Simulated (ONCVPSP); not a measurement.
## How hard is this gallium (Ga) ONCV potential?

gallium, optimised norm-conserving Vanderbilt (ONCV), made with ONCVPSP 4.0.1 (LDA (Perdew-Wang 92), scalar-relativistic). Core [Ar], reference 3d10 4s2 (charge +1). Waves: 4s: rc 1.80 bohr, ncon 4, nbas 7, qcut 4 1/bohr, 3 projectors, debl 0.7 Ha; p scattering state at 0.46 Ha: rc 1.40 bohr, ncon 4, nbas 8, qcut 6.9 1/bohr, 2 projectors, debl 1.2 Ha; 3d: rc 1.10 bohr, ncon 5, nbas 9, qcut 16.4 1/bohr, local; f scattering state at 0.07 Ha: rc 1.40 bohr, ncon 3, nbas 8, qcut 7.6 1/bohr, 1 projector. Local part: the d channel. Core correction: polynomial model core, fcfact 0.6.

Problem. For each optimised wave give the share of its norm inside rc, the residual kinetic energy above qcut (Ha) and the cutoffs (Ha) for errors of 10, 1, 0.1 and 0.01 mHa per electron.

Solution.

| wave | norm inside rc | residual KE | 10 mHa | 1 mHa | 0.1 mHa | 0.01 mHa |
| --- | --- | --- | --- | --- | --- | --- |
| 4s | 0.340 | 7.1e-04 | 5.1 | 7.6 | 22.8 | 34.3 |
| s projector 2 | 0.127 | 5.7e-04 | 4.8 | 7.4 | 24.3 | 50.6 |
| s projector 3 | 0.091 | 8.7e-04 | 5.4 | 7.9 | 17.9 | 67.7 |
| p projector 1 | 0.063 | 7.9e-04 | 11.0 | 23.0 | 94.2 | 114.7 |
| p projector 2 | 0.112 | 1.0e-03 | 8.6 | 25.4 | 131.5 | 165.4 |
| 3d | 0.797 | 7.0e-07 | 86.6 | 102.2 | 114.6 | 124.2 |
| f projector 1 | 0.000 | 7.7e-08 | 0.8 | 1.9 | 5.2 | 13.0 |

The occupied waves need 102 Ha and 115 Ha for 1 and 0.1 mHa. Rows with under 1 % of the norm inside rc give no meaningful cutoff. Note: ghosts flagged at negative energy: s at -1024.6 eV, s at -134.8 eV, p at -5251.5 eV, p at -87.7 eV; GHOST(+) flagged for s at 238.6 eV. A true bound ghost makes a file unfit for plane-wave use. Its largest configuration-test error is -343 meV.
